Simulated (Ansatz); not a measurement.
Geometry optimisation, RKS B3LYP-D4/def2-SVP in Ansatz 0.2.0.

input.yaml

```yaml
crystal:
  periodic: [false, false, false]
  atoms:
    - { symbol: Ge, position_ang: [0.505093, 0.167386, -0.237309] }
    - { symbol: Cl, position_ang: [-1.291397, 0.27848, 2.680613] }
    - { symbol: O, position_ang: [1.691005, -0.031824, -1.517929] }
    - { symbol: H, position_ang: [1.618816, -0.889213, -1.960058] }
    - { symbol: F, position_ang: [-0.860773, 1.055002, -0.812938] }
    - { symbol: O, position_ang: [0.014824, -1.425586, 0.299183] }
    - { symbol: H, position_ang: [-0.576688, -1.365205, 1.067403] }
    - { symbol: O, position_ang: [1.270294, 1.180734, 0.99609] }
    - { symbol: H, position_ang: [2.206895, 1.320987, 0.797299] }
    - { symbol: H, position_ang: [-0.111868, 0.905739, 2.688446] }
basis:
  gaussian: { orbitals: def2-SVP }
hamiltonian:
  xc: b3lyp
  dispersion: d4
relax:
  f_tol: 0.03
  max_steps: 50
```

Launched with:

```bash
$ ansatz run input.yaml --threads 4 --pin off --max-ram 5120MiB --backend cpu --events-out ev --progress --plain --runs-dir out
```

Where does it end, and by what steps?

The forces met the threshold. After 11 steps the energy has fallen by 0.106 eV; Cl2 moved furthest, 0.57 Å.

| step | energy less start (eV) | largest force component (eV/Å) | accepted |
| --- | --- | --- | --- |
| 0 | 0.0000 | 0.800 | yes |
| 1 | -0.0055 | 1.452 | yes |
| 2 | -0.0573 | 0.759 | yes |
| 3 | -0.0556 | 1.214 | no |
| 4 | -0.0891 | 0.335 | yes |
| 5 | -0.0968 | 0.207 | yes |
| 6 | -0.1010 | 0.074 | yes |
| 7 | -0.1036 | 0.057 | yes |
| 8 | -0.1044 | 0.073 | yes |
| 9 | -0.1044 | 0.202 | yes |
| 10 | -0.1055 | 0.030 | yes |
| 11 | -0.1056 | 0.015 | yes |

```xyz
10
Properties=species:S:1:pos:R:3
Ge 0.451 0.166 -0.332
Cl -0.913 0.145 3.082
O 1.814 -0.103 -1.398
H 1.743 -0.918 -1.914
F -0.774 1.078 -1.140
O -0.215 -1.341 0.245
H -0.673 -1.230 1.098
O 1.024 1.204 0.994
H 1.965 1.420 0.929
H 0.045 0.777 2.436
```

Whether the end is a true minimum wasn't checked by a vibrational analysis.

Run time: 35 s on 4 threads of Arm Neoverse V1, on a shared host, peak memory 0.34 GiB.
